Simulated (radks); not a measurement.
Cl3+, configuration [Ne] 3s2 3p2.

All-electron calculation, scalar-relativistic Kohn-Sham, PBE, spin-unpolarised, spherical densities, finite nucleus; Fermi nuclear charge, rms radius 3.3654 fm. Program: a radial shooting solver on a logarithmic mesh with Libxc functionals.

Energy parts (hartree):
total: -458.57997
kinetic: 460.73991
electron-nucleus: -1071.56534
Hartree: 179.05880
exchange-correlation: -26.81334

Orbitals (lengths in bohr, moments of r in powers of bohr; <r^-3> diverges for s and p1/2):
| orbital | occ. | eigenvalue (hartree) | <r^-3> |
|---|---|---|---|
| 1s | 2 | -102.8188 | - |
| 2s | 2 | -10.93702 | - |
| 2p | 6 | -8.69930 | 103.0 |
| 3s | 2 | -2.16372 | - |
| 3p | 2 | -1.65792 | 11.17 |

The highest occupied level is 3p at -45.114 eV. For comparison, the ionisation energy in NIST's Atomic Spectra Database is 53.2 eV (semi-empirical). In exact Kohn-Sham theory the highest level is minus the ionisation energy, but local and semilocal functionals leave it too shallow, through self-interaction and a potential that decays too fast; potentials with the right tail come closer. The electron density at the nucleus is 3613 e/bohr^3 (large components only).

Beside tabulated values, note that spin-unpolarised runs miss the spin-polarisation part of the exchange energy of open shells.
